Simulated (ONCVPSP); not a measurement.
What the settings do to the ONCV potential of K

Base potential:

- Element: K (Z = 19)
- Generator: ONCVPSP 4.0.1
- Type: optimised norm-conserving Vanderbilt (ONCV)
- Functional: LDA (Perdew-Wang 92)
- Relativity: scalar-relativistic
- Frozen core: [Ne] 3s2
- Valence charge: 7
- Reference configuration: 3p6 4s0.5 (charge +0.5)
- Partial waves: 4s: rc 3.95 bohr, ncon 5, nbas 8, qcut 2 1/bohr, 1 projector; 3p: rc 1.95 bohr, ncon 3, nbas 7, qcut 8.2 1/bohr, 1 projector; d scattering state at 0.39 Ha: rc 3.45 bohr, ncon 5, nbas 9, qcut 3.3 1/bohr, 2 projectors, debl 2.1 Ha
- Local potential: polynomial inside 1.25 bohr (lpopt 1, dvloc0 -1 Ha)
- Core correction: Teter function, fcfact 5.75, rcfact 1.6

In the d channel the program set the typed energies aside and used -0.061, 2.039 Ha.

Cutoffs, loose and tight: the cutoffs (Ha) at which the residual kinetic energy of the hardest occupied pseudo-wave falls to 1 and 0.1 mHa per electron. They do not see the model core or the augmentation charge, which bear on the density cutoff. Test errors are all-electron minus pseudo excitation energies from the reference, over the configurations 3p6 4s1; 3p6 4s0; 3p6 4s0 4p1; 3p6 3d1 4s0. A dash means not determined; rows that change the core or the reference have their own tests.

A true bound ghost makes a file unfit for plane-wave use even where its test errors are small: the radial tests pick states by their node count and pass the ghost by.

```csv
change,outcome,"cutoff, loose","cutoff, tight",bound ghosts,GHOST(+) flags above zero,largest test error (meV)
base,"generated, projector energies reset by the program",12 Ha,15 Ha,s,d,+2.5
s: rc 4.04,"generated, projector energies reset by the program",12 Ha,15 Ha,s,d,+2.5
"all radii but the core radius scaled by about 1.03 (s 4.08, p 2.00, d 3.56 bohr); local potential polynomial inside 1.28 bohr (lpopt 1, dvloc0 -1 Ha)","generated, projector energies reset by the program",12 Ha,15 Ha,s,d,+2.4
```

Q: What comes out with this change to the base: p: ncon 5, nbas 9?

A: outcome: generated, projector energies reset by the program; cutoff, loose: 12 Ha; cutoff, tight: 14 Ha; bound ghosts: s; GHOST(+) flags above zero: d; largest test error (meV): +2.4.
